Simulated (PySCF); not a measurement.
1,1-dibromo-2-chloroethene (C₂HBr₂Cl), SMILES ClC=C(Br)Br.

Geometry optimised at B3LYP-D3(BJ)/def2-SVP.

Level of theory: ωB97X/def2-TZVP in PySCF.

Isolated molecule, no solvent.

**Question.** Estimate the frontier levels, gap, dipole moment and polarisability. (Estimate from the structure and the level; the computed values follow.)

**Answer.** 
- highest occupied level: -9.57 eV
- lowest empty level: 1.14 eV
- orbital gap: 10.71 eV
- dipole moment: 0.176 e·Å
- quadrupole, principal values (traceless, Buckingham form, about the centre of nuclear charge): -3.27, -1.55, 4.82 D·Å
- mean static polarisability: 74.9 bohr³ (11.09 Å³)
- polarisability, principal values: 46.3, 79.3, 99.0 bohr³
